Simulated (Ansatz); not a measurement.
Ansatz (a quantum-chemistry and plane-wave program) input (X2C-CCSD(T)/cc-pVTZ-DK):

Ansatz 0.2 input:
```yaml
crystal:
  periodic: [false, false, false]
  atoms:
    - {symbol: Si, position_ang: [0.25933452, 0.10229332, 0.01105334]}
    - {symbol: Cl, position_ang: [0.09909308, -1.26756750, -1.49786882]}
    - {symbol: Cl, position_ang: [-0.24540312, -0.75045398, 1.79909809]}
    - {symbol: Cl, position_ang: [-0.99501845, 1.65448744, -0.36346677]}
    - {symbol: N, position_ang: [1.88692607, 0.68666152, 0.08946311]}
    - {symbol: H, position_ang: [2.56341849, -0.05865841, 0.27704889]}
basis:
  gaussian:
    orbitals: cc-pVTZ-DK
magnetization: {spin_polarized: true, initial_magnetization: 1}
correlation: {method: ccsd_t, electrons: outside_noble_gas}
```

Output:

```
Functional definition: HF
integrals: 1.00 GiB planned
1077 factors; integrals over basis functions are off by at most 8.6e-4 eV
0.94 GiB of device memory are held for the factors and their scratch space
mean field: 1.17 GiB planned
mean field evaluation 1: about -47006.5445 eV, gradient 2.0e1 eV
mean field evaluation 2: about -47006.5639 eV, gradient 2.0e1 eV
mean field evaluation 4: about -47009.2407 eV, gradient 2.7e0 eV
mean field evaluation 8: about -47009.3284 eV, gradient 1.7e-1 eV
mean field evaluation 16: about -47009.2943 eV, gradient 7.2e-1 eV
mean field evaluation 32: about -47008.2714 eV, gradient 1.1e0 eV
mean field evaluation 64: about -47008.1728 eV, gradient 1.7e-2 eV
mean field -47009.32893000 eV, -1727.5609741098 hartree, gradient 5.5e-6 eV, S^2 0.758385; 4 other end points of the search recorded, 0 dependent functions left out
determinant -47009.32893000 eV, -1727.5609741098 hartree, with singles and doubles -47033.82186069 eV, -1728.4610727108 hartree
determinant -47008.17279301 eV, -1727.5184868591 hartree, with singles and doubles -47032.70833067 eV, -1728.4201512373 hartree
21 core orbitals not correlated
reference -47009.32893000 eV, -1727.5609741098 hartree; 16, 15 occupied and 143, 144 virtual orbitals, 1077 factors
second order -22.83848211 eV of doubles, -0.00000000 eV of singles
coupled cluster: 4.74 GiB planned
cycle   1  -24.37547869 eV  change    -1.1e0 eV  update   2.1e-2
cycle   2  -24.41061003 eV  change   -3.5e-2 eV  update   4.5e-3
cycle   3  -24.40993503 eV  change    6.8e-4 eV  update   2.0e-3
cycle   4  -24.41080268 eV  change   -8.7e-4 eV  update   8.6e-4
cycle   5  -24.41114525 eV  change   -3.4e-4 eV  update   4.9e-4
cycle   6  -24.41132754 eV  change   -1.8e-4 eV  update   1.8e-4
cycle   7  -24.41135352 eV  change   -2.6e-5 eV  update   8.0e-5
cycle   8  -24.41135136 eV  change    2.2e-6 eV  update   2.7e-5
perturbative correction -1.03523192 eV, -0.0380440714 hartree
Total energy: -47034.77551327 eV, -1728.4961187969 hartree
Relativity: scalar
```

It need not be the lowest isomer of its formula.
